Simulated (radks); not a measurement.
Results of a calculation; reference values are marked as such.
Q: These are the eigenvalues of the occupied orbitals of an atom or ion with whole-number occupations (hartree). Code: a radial shooting solver on a logarithmic mesh with Libxc functionals. Model: scalar-relativistic Kohn-Sham, PBEsol, spin-polarised, spherical densities, finite nucleus; Fermi nuclear charge, rms radius of each element as measured or else 0.836 A^(1/3) + 0.57 fm.

| orbital | eigenvalue |
|---|---|
| 1s up | -2879.997 |
| 1s down | -2879.996 |
| 2s up | -505.9898 |
| 2s down | -505.9875 |
| 2p up | -438.7187 |
| 2p down | -438.7168 |
| 3s up | -118.8464 |
| 3s down | -118.8452 |
| 3p up | -99.24592 |
| 3p down | -99.24465 |
| 3d up | -77.93889 |
| 3d down | -77.93708 |
| 4s up | -25.52285 |
| 4s down | -25.52029 |
| 4p up | -19.09148 |
| 4p down | -19.08894 |
| 4d up | -11.26964 |
| 4d down | -11.26666 |
| 5s up | -3.74691 |
| 5s down | -3.73097 |
| 4f up | -2.57736 |
| 4f down | -2.57312 |
| 5p up | -2.06715 |
| 5p down | -2.04672 |
| 5d up | -0.23976 |
| 6s up | -0.22536 |
| 5d down | -0.20766 |

Which element is it, and in what charge state? The configuration may be excited. Open shells, if any, are filled with parallel spins first.

A: Z = 78, platinum, charge 0: Pt in [Xe] 4f14 5d9 6s1. The list shows which subshells hold electrons but not how many an open one holds; the 1s level, -2880 hartree, gives Z - s = 75.9 by -(Z - s)^2/2, which with screening and relativity narrows Z to a few neighbours, and the depths of the outer levels then fix element, charge and occupations together.
